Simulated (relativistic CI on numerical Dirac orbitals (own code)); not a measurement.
## Forbidden lines of Ir⁴⁸⁺

These numbers are calculated, not measured: Dirac-Coulomb-Breit CI, KLI orbitals optimised for each configuration, QED by a radiative potential, unscaled Slater integrals (own radial code, finite nucleus).

Configurations in the expansion (outside the closed core [Ar]): 3d¹⁰4s, 3d¹⁰4p, 3d¹⁰4d, 3d¹⁰4f, 3d¹⁰5s, 3d¹⁰5p, 3d¹⁰5d, 3d¹⁰5f, 3d¹⁰5g, 3d⁹4p², 3d¹⁰6s, 3d¹⁰6p, 3d⁸4s4p², 3d⁹4s², 3d¹⁰6d, 3d⁹4p4d. Levels of other configurations are missing.

| λ vac (Å) | Lower | Upper | Type | A (s⁻¹) | gf | Branching (%) |
| --- | --- | --- | --- | --- | --- | --- |
| 5.7800 | 3d¹⁰4p ²P°3/2 [3] | 3d⁹4p4d ²P°1/2 [112] | E2 | 2.01e+10 | 2.02e-04 | n/a |
| 5.7950 | 3d¹⁰4p ²P°1/2 [2] | 3d⁹4p4d ²F°5/2 [63] | E2 | 3.05e+10 | 9.22e-04 | n/a |
| 5.7974 | 3d¹⁰4p ²P°1/2 [2] | 3d⁹4p4d ²D°3/2 [61] | E2 | 3.20e+10 | 6.45e-04 | n/a |
| 5.8001 | 3d¹⁰4p ²P°3/2 [3] | 3d⁹4p4d ²P°1/2 [110] | E2 | 1.34e+10 | 1.35e-04 | n/a |
| 5.8056 | 3d¹⁰4p ²P°3/2 [3] | 3d⁹4p4d ²D°5/2 [108] | E2 | 1.91e+10 | 5.80e-04 | n/a |
| 5.9050 | 3d¹⁰4p ²P°1/2 [2] | 3d⁹4p4d ⁴F°5/2 [50] | E2 | 4.14e+09 | 1.30e-04 | n/a |
| 5.9155 | 3d¹⁰4p ²P°1/2 [2] | 3d⁹4p4d ⁴D°3/2 [48] | E2 | 2.61e+09 | 5.48e-05 | n/a |
| 6.3535 | 3d¹⁰4p ²P°3/2 [3] | 3d⁹4p² ²F7/2 [42] | M2 | 1.72e+07 | 8.32e-07 | n/a |
| 6.3596 | 3d¹⁰4p ²P°1/2 [2] | 3d⁹4p² ²F5/2 [28] | M2 | 1.24e+07 | 4.52e-07 | n/a |
| 6.4126 | 3d¹⁰4s ²S1/2 [1] | 3d⁹4p² ²D5/2 [24] | E2 | 5.47e+07 | 2.02e-06 | n/a |
| 6.8100 | 3d¹⁰4p ²P°3/2 [3] | 3d⁹4p² ⁴D7/2 [26] | M2 | 4.91e+06 | 2.73e-07 | n/a |
| 6.8769 | 3d¹⁰4s ²S1/2 [1] | 3d⁹4s² ²D3/2 [23] | E2 | 7.01e+09 | 1.99e-04 | 28.2 |
| 7.1974 | 3d¹⁰4s ²S1/2 [1] | 3d⁹4s² ²D5/2 [20] | E2 | 6.42e+09 | 2.99e-04 | 71.4 |
| 94.982 | 3d⁹4p² ⁴D7/2 [26] | 3d⁹4p² ⁴F9/2 [41] | M1 | 7.07e+06 | 9.56e-05 | n/a |
| 96.378 | 3d⁹4p² ⁴F5/2 [36] | 3d⁹4p² ²F7/2 [68] | M1 | 1.02e+07 | 1.14e-04 | n/a |
| 97.745 | 3d⁹4p² ²F5/2 [28] | 3d⁹4p² ²F7/2 [42] | M1 | 7.81e+06 | 8.95e-05 | n/a |
| 99.179 | 3d⁹4p² ²G9/2 [29] | 3d⁹4p² ⁴F9/2 [41] | M1 | 7.48e+06 | 1.10e-04 | n/a |
| 102.28 | 3d⁹4p² ²D5/2 [24] | 3d⁹4p² ²F5/2 [28] | M1 | 1.03e+07 | 9.67e-05 | n/a |
| 105.73 | 3d⁹4p² ²D5/2 [24] | 3d⁹4p² ⁴D7/2 [26] | M1 | 9.90e+06 | 1.33e-04 | n/a |
| 110.41 | 3d⁹4p4d ⁴H°11/2 [58] | 3d⁹4p4d ⁴H°13/2 [101] | M1 | 8.56e+06 | 2.19e-04 | n/a |

Terms are leading LS components. Brackets give the number of a level in order of energy, since labels repeat. The list gives strong lines, with weight on those to low levels, among the lowest 147 of 358 levels, so that lines to higher ones, which can be the strongest, are missing. Levels whose partners in the same complex of configurations lie outside the list can be far off, and so can their lines. Rates are taken at the computed energies, electric ones in the length gauge.

At this charge energies of transitions that change n are usually good to better than 1 %, and those within a shell (Δn = 0) to a few per cent.

LS names give the leading component of a level, which can be under half, so a name can repeat, a term be missing and a line seem to break the LS rules.
